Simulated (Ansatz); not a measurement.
`F[SiH2]NP` + `SC=[Se]` → `PSC=[Se]` + `N[SiH2]F`  (ligand exchange at a P–N bond)

Computed with Ansatz on PBE0-D4/def2-TZVP structures; ΔE is electronic, products minus reactants. CCSD(T)/CBS is the MP2 limit (def2-TZVPP, def2-QZVPP) plus CCSD(T) − MP2 in def2-TZVPP, frozen cores. DFT in def2-TZVPP. B3LYP here is the variant with VWN-RPA as its local correlation; programs differ in this. For Se outer-core shells are correlated without core-valence functions, which leaves a few kJ/mol of doubt a bond. Scalar relativity is left out up to krypton. One conformer a species, not always the lowest.

```json
{"level": "revPBE-D4", "ΔE (kJ/mol)": "-37.4", "difference from CCSD(T)/CBS": "-7.6"}
{"level": "r2SCAN-D4", "ΔE (kJ/mol)": "-33.9", "difference from CCSD(T)/CBS": "-4.1"}
{"level": "PBE0-D4", "ΔE (kJ/mol)": "-33.4", "difference from CCSD(T)/CBS": "-3.6"}
{"level": "B3LYP-D4", "ΔE (kJ/mol)": "-28.7", "difference from CCSD(T)/CBS": "1.1"}
{"level": "r2SCAN0-D4", "ΔE (kJ/mol)": "-30.9", "difference from CCSD(T)/CBS": "-1.1"}
{"level": "PBE0", "ΔE (kJ/mol)": "-33.6", "difference from CCSD(T)/CBS": "-3.8"}
{"level": "B3LYP", "ΔE (kJ/mol)": "-29.0", "difference from CCSD(T)/CBS": "0.8"}
{"level": "r2SCAN0", "ΔE (kJ/mol)": "-30.9", "difference from CCSD(T)/CBS": "-1.1"}
{"level": "BHLYP", "ΔE (kJ/mol)": "-22.9", "difference from CCSD(T)/CBS": "6.9"}
{"level": "CCSD/CBS(def2)", "ΔE (kJ/mol)": "-26.6", "difference from CCSD(T)/CBS": "3.2"}
{"level": "CCSD(T)/CBS", "ΔE (kJ/mol)": "-29.8", "difference from CCSD(T)/CBS": "0"}
```

Question: What do rigid-rotor, harmonic-oscillator terms from PBE0-D4/def2-TZVP frequencies (298.15 K, 1 bar) make of the CCSD(T)/CBS value? (An estimate is asked.)

Answer: The calculation gave: ΔZPE = +2.6 kJ/mol, ΔH = -25.9 kJ/mol, ΔS = 3 J/(mol·K), ΔG = -26.9 kJ/mol.

Largest T1 diagnostic among the species: 0.017.

In def2-TZVPP, CCSD(T) changes the Hartree–Fock value by −11.0 kJ/mol (the triples alone add −3.2 kJ/mol) and MP2 by −16.2 kJ/mol. From PBE to PBE0 (25 % exact exchange), in def2-TZVPP and without D4, ΔE moves by +4.8 kJ/mol.
